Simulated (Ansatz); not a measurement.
Relaxation of CH₆N₂OSi (11 atoms, charge 0, multiplicity 1), to a largest force component of 0.02 eV/Å in at most 40 steps.

These are results of UKS PBE0-D4/STO-3G in Ansatz 0.2.0, not measurements.

```xyz
11
Properties=species:S:1:pos:R:3
N -1.161 1.431 -0.832
C -0.345 0.885 0.025
O 0.149 1.539 0.903
N -0.121 -0.426 -0.247
Si 1.049 -1.342 0.585
H -1.432 2.444 -0.578
H -1.989 0.924 -1.086
H -0.212 -0.669 -1.224
H 0.712 -1.438 2.081
H 2.373 -0.718 0.376
H 1.043 -2.688 0.018
```

Task: Where does it end, and by what steps?

Result: The run converged. Limits of this set-up: minimal basis. After 9 steps the energy has fallen by 1.276 eV; H8 moved furthest, 0.20 Å.

```csv
step,energy less start (eV),largest force component (eV/Å),accepted
0,0.0000,6.370,yes
1,-1.1479,1.502,yes
2,-1.2340,0.594,yes
3,-1.2562,0.577,yes
4,-1.2706,0.348,yes
5,-1.2702,0.325,no
6,-1.2745,0.067,yes
7,-1.2757,0.084,yes
8,-1.2759,0.067,yes
9,-1.2760,0.011,yes
```

```xyz
11
Properties=species:S:1:pos:R:3
N -1.180 1.570 -0.964
C -0.318 0.906 0.026
O 0.219 1.485 0.994
N -0.107 -0.466 -0.282
Si 1.110 -1.364 0.616
H -1.528 2.459 -0.531
H -2.025 0.976 -1.150
H -0.390 -0.753 -1.236
H 0.741 -1.406 2.011
H 2.422 -0.770 0.480
H 1.119 -2.694 0.058
```

Whether the end is a true minimum wasn't checked by a vibrational analysis.

Time of the run: 41 s on 1 thread of Arm Neoverse V1, with other jobs on the host, peak memory 0.17 GiB.
